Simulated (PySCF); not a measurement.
## Electron correlation in Al⁺ (aluminium, charge +1)

Starting occupation: [Ne] 3s2. Calculation: PySCF 2.14, in an uncontracted even-tempered set (22 s from 0.003 bohr⁻², ratio 2.6; 16 p from 0.004 bohr⁻², ratio 2.6; 10 d from 0.0041 bohr⁻², ratio 2.8; 5 f from 0.44 bohr⁻², ratio 2.8); X2C-1e with screened-nucleus spin-orbit coupling, Gaussian nucleus. Frozen: 1s2; 10 electrons correlated; the 50 highest virtual spinors left out.

MP2 pair energies summed by pair of shells (mhartree):

```tsv
pair	energy	share (%)
2p1/2-2p3/2	-93.10	28.0
2p3/2-2p3/2	-87.90	26.5
2p3/2-2s1/2	-44.17	13.3
3s1/2-3s1/2	-28.92	8.7
2p1/2-2s1/2	-22.11	6.7
2p1/2-2p1/2	-20.71	6.2
2p3/2-3s1/2	-15.19	4.6
2s1/2-2s1/2	-10.13	3.1
2p1/2-3s1/2	-7.54	2.3
2s1/2-3s1/2	-2.48	0.7
```

Total MP2 correlation energy: -332.25 mhartree.

The virtual space was cut to 76 spinors, which keep -276.55 of the -332.25 mhartree of MP2 correlation.

```tsv
level	correlation energy (mhartree)
CCSD	-288.91
(T)	-2.93
CCSD(T)	-291.84
```

Diagnostics: T1 = 0.0058, largest double amplitude 0.102.

Cost of the coupled-cluster step: 180 s of wall time on 1 thread of Neoverse-N1 (shared host), for 10 occupied and 76 virtual spinors.

Iterations:

```
Init t2, MP2 energy = -0.276545462707523
CCSD nocc = 10, nmo = 86
Init t2, MP2 energy = -0.276545462707523
Init E_corr(GCCSD) = -0.276545462707523
cycle = 1  E_corr(GCCSD) = -0.284191446927585  dE = -0.00764598422  norm(t1,t2) = 0.0484554
cycle = 2  E_corr(GCCSD) = -0.287268070513709  dE = -0.00307662359  norm(t1,t2) = 0.019697
cycle = 3  E_corr(GCCSD) = -0.288909330425789  dE = -0.00164125991  norm(t1,t2) = 0.00906339
cycle = 4  E_corr(GCCSD) = -0.288921785020954  dE = -1.24545952e-05  norm(t1,t2) = 0.000761446
cycle = 5  E_corr(GCCSD) = -0.288907887773126  dE = 1.38972478e-05  norm(t1,t2) = 0.0001154
cycle = 6  E_corr(GCCSD) = -0.288909895986219  dE = -2.00821309e-06  norm(t1,t2) = 2.04351e-05
cycle = 7  E_corr(GCCSD) = -0.288909825874372  dE = 7.01118471e-08  norm(t1,t2) = 3.49026e-06
cycle = 8  E_corr(GCCSD) = -0.288909787597062  dE = 3.82773106e-08  norm(t1,t2) = 7.6647e-07
cycle = 9  E_corr(GCCSD) = -0.288909794448215  dE = -6.85115359e-09  norm(t1,t2) = 2.54233e-07
GCCSD converged
E(GCCSD) = -242.3994856550565  E_corr = -0.2889097944482152
```

The coupled-cluster values are those of the cut space; adding the MP2 remainder, -55.70 mhartree, estimates the full space.
